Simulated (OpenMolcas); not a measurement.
Ir4+ among 4 point charges of -2 e arranged as a tetrahedron (Td).

| Property | Result |
| --- | --- |
| Program | OpenMolcas 26.06 |
| Method | CASSCF |
| Basis | ANO-RCC-VDZP [7s6p4d2f] |
| Scalar Hamiltonian | DKH2, point nucleus |
| Active space | 5 electrons in 5 orbitals (5d) |
| State averaging | 2S+1 = 6 even, 1 root; 2S+1 = 4 even, 24 roots; 2S+1 = 2 even, 75 roots |
| Spin-orbit coupling | state interaction with AMFI integrals over the reference wave functions |

All point charges move together. At R = 2.15 Å |10Dq| is 2634 cm-1, and at R = 2.47 Å it is 1453 cm-1.

A third run gives 2171 cm-1. What distance was it run at?

With a power law R^-n the two known points give n = -ln(1453 / 2634) / ln(2.47 / 2.15) = 4.29. Then R = 2.15 × (2634 / 2171)^(1/4.29) = 2.249 Å. The run was at 2.25 Å, so the estimate is off by -0.001 Å.

Without dynamic correlation the repulsion within the d shell is too large (B by tens of per cent), so at a given field states of lower spin stand too high. Point charges give a weaker field than real ligands, and real ions of this kind are as a rule low spin; the high spin found here belongs to the model. Point charges carry no covalency, so the field is a model and not that of real ligands. No measured value stands beside these numbers.
